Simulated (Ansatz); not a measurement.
Two isomers of C3H10OSi: A = `CCO[SiH2]C`, B = `CO[SiH](C)C`.

Computed with Ansatz on PBE0-D4/def2-TZVP structures; ΔE is electronic, products minus reactants. CCSD(T)/CBS is the MP2 limit (def2-TZVPP, def2-QZVPP) plus CCSD(T) − MP2 in def2-TZVPP, frozen cores. Functionals use def2-TZVPP. B3LYP here is the variant with VWN-RPA as its local correlation; programs differ in this. One conformer a species, not always the lowest.

A:

Z-matrix (Å, degrees):
```
C
C 1 1.508
H 1 1.092 2 110.5
H 1 1.093 2 110.4 3 120.1
H 1 1.092 2 110.5 3 -119.8
O 2 1.413 1 109.4 3 59.8
H 2 1.099 1 110.2 3 -61.1
H 2 1.099 1 110.2 3 -179.2
Si 6 1.646 2 122.8 1 179.1
C 9 1.856 6 107.5 2 -179.9
H 9 1.493 6 109.9 2 58.9
H 9 1.493 6 109.8 2 -58.8
H 10 1.092 9 110.7 6 60.0
H 10 1.092 9 110.7 6 -60.2
H 10 1.093 9 110.4 6 179.9
```

B:

```xyz
15

C     0.584    2.202    0.346
O     0.039    1.212   -0.488
Si    0.274   -0.402   -0.238
C    -0.491   -1.270   -1.691
C    -0.479   -0.954    1.379
H     1.663    2.065    0.489
H     0.423    3.177   -0.120
H     0.104    2.211    1.332
H     1.746   -0.664   -0.180
H    -1.565   -1.070   -1.740
H    -0.350   -2.351   -1.616
H    -0.040   -0.932   -2.627
H    -1.558   -0.775    1.392
H    -0.312   -2.024    1.532
H    -0.037   -0.427    2.229
```

**Question.** Which isomer does CCSD(T)/CBS put lower? Give the gap. (Estimate.)

**Answer.** Ansatz gave: B, by 34.0 kJ/mol.

**Question.** Give E(B) − E(A) in kJ/mol with PBE0-D4, CCSD(T)/def2-SVP, MP2/def2-TZVPP, B3LYP, LDA (SPW92), CCSD/def2-TZVPP, PBE-D4. (Best estimate.)

**Answer.** Ansatz gave: PBE0-D4 -35.1, CCSD(T)/def2-SVP -19.9, MP2/def2-TZVPP -34.7, B3LYP -31.4, LDA (SPW92) -32.0, CCSD/def2-TZVPP -32.1, PBE-D4 -35.3. None reverses the order clearly.

**Question.** Does the order hold for the free energy at 298.15 K (harmonic terms from PBE0-D4)? (Best estimate.)

**Answer.** The calculation gave: Yes: G(B) − G(A) = -33.5 kJ/mol, for one conformer each. Modes under 60 cm⁻¹, often nearly free rotors, make the harmonic entropy too high.

Largest T1 diagnostic: 0.010.

The D4 term adds −3.1 kJ/mol with B3LYP and −1.8 kJ/mol with PBE0; it sums over pairs of atoms, weighted by their polarisabilities, and B3LYP, whose exchange is more repulsive, gets the larger term. Leaving LDA and LC-ωPBE aside and taking each functional with its dispersion term where it has one, the values, not all of them listed here, spread over 4.0 kJ/mol, from r2SCAN-D4 to B2PLYP.
